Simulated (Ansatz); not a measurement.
Isolated molecules relaxed with PBE0-D4/def2-TZVP in Ansatz; ΔE leaves out vibrations. CBS: MP2 limit from def2 TZ/QZ plus the TZ coupled-cluster correction, frozen cores. This one scheme is used for every species. Double bonds are as drawn, so ΔE can hold a change between cis and trans. Functionals use def2-TZVPP. For Se outer-core shells are correlated without core-valence functions, which leaves a few kJ/mol of doubt a bond. Scalar relativity is left out up to krypton. One conformer a species, not always the lowest.

Reaction (substitution at a C–O bond): `O/C=N/[SiH3]` + H₂Se → `[SiH3]/N=C\[SeH]` + H₂O

(1) Is it downhill or uphill in electronic energy at CCSD(T)/CBS, and by how much? (Estimate.)

(2) What do these levels give: PBE-D4, ωB97M-V, B2PLYP, r2SCAN, SCS-MP2/def2-TZVPP, CCSD/def2-TZVPP? (Best estimate.)

Largest T1 diagnostic among the species: 0.014.

## Answers

(1) Ansatz gave: Uphill: ΔE = +20.8 kJ/mol.

(2) Ansatz gave: PBE-D4 23.2, ωB97M-V 37.0, B2PLYP 30.4, r2SCAN 30.3, SCS-MP2/def2-TZVPP 25.0, CCSD/def2-TZVPP 31.1 kJ/mol.

The D4 term adds −8.5 kJ/mol with B3LYP and −4.4 kJ/mol with PBE0; it sums over pairs of atoms, weighted by their polarisabilities, and B3LYP, whose exchange is more repulsive, gets the larger term. From PBE to PBE0 (25 % exact exchange), in def2-TZVPP and without D4, ΔE moves by +6.4 kJ/mol. In def2-TZVPP, CCSD(T) changes the Hartree–Fock value by −28.5 kJ/mol (the triples alone add −4.4 kJ/mol) and MP2 by −35.1 kJ/mol.

B3LYP here is the variant with VWN-RPA as its local correlation; programs differ in this.
